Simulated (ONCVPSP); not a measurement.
## indium: one change to an ONCV potential, before and after

```
Element                 : indium (In)
Generator               : ONCVPSP 4.0.1
Type                    : optimised norm-conserving Vanderbilt (ONCV)
Functional              : PBEsol
Relativity              : scalar-relativistic
Frozen core             : [Kr] 4d10
Valence charge          : 3
Reference configuration : 5s2 5p1
Partial waves           : 5s: rc 2.20 bohr, ncon 4, nbas 7, qcut 2.9 1/bohr, 3 projectors, debl 0.8 Ha; 5p: rc 2.20 bohr, ncon 3, nbas 8, qcut 3.5 1/bohr, local
Local potential         : the p channel
Core correction         : Teter function, fcfact 4, rcfact 1.75
```

Change: s: qcut 1.8.

Cutoffs: the cutoffs (Ha) at which the residual kinetic energy of the hardest occupied pseudo-wave falls to 1 and 0.1 mHa per electron; they do not see the model core or the augmentation charge, which bear on the density cutoff. Errors are all-electron minus pseudo energies relative to the spin-unpolarised reference configuration.

Question: What does the change do?

Answer: The potential gets harder (9.2 Ha and 22 Ha → 21 Ha and 25 Ha); both files keep a bound ghost (s); of the 4 tests that both files solve, the error grows in 1 and shrinks in 0 by more than 15 % and 0.3 meV (median size 127.3 → 136.2 meV).

```tsv
quantity	base	changed
cutoff, loose	9.2 Ha	21 Ha
cutoff, tight	22 Ha	25 Ha
loose cutoff by channel	s 9.2 Ha, p 4.1 Ha	s 21 Ha, p 4.1 Ha
bound ghosts	s	s
GHOST(+) flags under 300 eV	none	none
error for 5s2 5p0, meV [ΔE 5.36 eV]	-147	-147
error for 5s1 5p0, meV [ΔE 24.64 eV]	-672	-678
error for 5s2 5p0.5, meV [ΔE 1.94 eV]	-31	-31
error for 5s0 5p3, meV [ΔE 12.01 eV]	-107	-125
s: phases at 2.23 bohr within 0.05 rad from the reference energy up to (Ha; the scan ends near 5)	3.4	3.4
p: phases at 2.23 bohr within 0.05 rad from the reference energy up to (Ha; the scan ends near 5)	1.9	1.9
rms error of d²Exc/dni dnj with the model core, mHa	6.25	6.32
```

 A true bound ghost makes a file unfit for plane-wave use even where its test errors are small: the radial tests pick states by their node count and pass the ghost by.
